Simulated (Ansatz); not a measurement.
OPb (SMILES [O]=[Pb]), singlet, at a GFN2-xTB geometry (such geometries of metal compounds can be far from the true shape) (core potentials on Pb), atoms displaced at random by about 0.03 Å a coordinate; R2SCAN/def2-SVP, gradient in Ansatz (an electronic-structure program).

Input for Ansatz:
Ansatz 0.2 input:
```yaml
crystal:
  periodic: [false, false, false]
  atoms:
    - {symbol: Pb, position_ang: [-0.02882137, 0.00152083, -0.15157402]}
    - {symbol: O, position_ang: [-0.05366632, -0.00791044, 1.72369311]}
basis:
  gaussian:
    orbitals: def2-SVP
hamiltonian:
  xc: r2scan
output: {forces: true}
```

It wrote (shortened):

```
Functional definition: r2SCAN
439 factors; their error is unknown
mean field evaluation 1: about -7281.0956 eV, gradient 7.5e1 eV
mean field evaluation 2: about -7105.0527 eV, gradient 1.8e2 eV
mean field evaluation 4: about -7293.3011 eV, gradient 1.7e1 eV
mean field evaluation 8: about -7294.1596 eV, gradient 9.6e-1 eV
mean field evaluation 16: about -7294.1491 eV, gradient 3.3e-6 eV
mean field -7294.14913343 eV, -268.0550365019 hartree, gradient 1.8e-6 eV, S^2 0.000000; 0 other end points of the search recorded, 0 dependent functions left out
the calculation of the forces begins
reference -7294.14914157 eV, -268.0550368009 hartree; 15, 15 occupied and 25, 25 virtual orbitals, 439 factors
Total energy: -7294.14914157 eV, -268.0550368009 hartree
Atom 0 at    -0.028821     0.001521    -0.151574 Å, force     0.032888     0.012484    -2.482316 eV/Å
Atom 1 at    -0.053666    -0.007910     1.723693 Å, force    -0.032888    -0.012484     2.482316 eV/Å
Dipole moment:     0.010745     0.004079    -0.811028 e Å
```
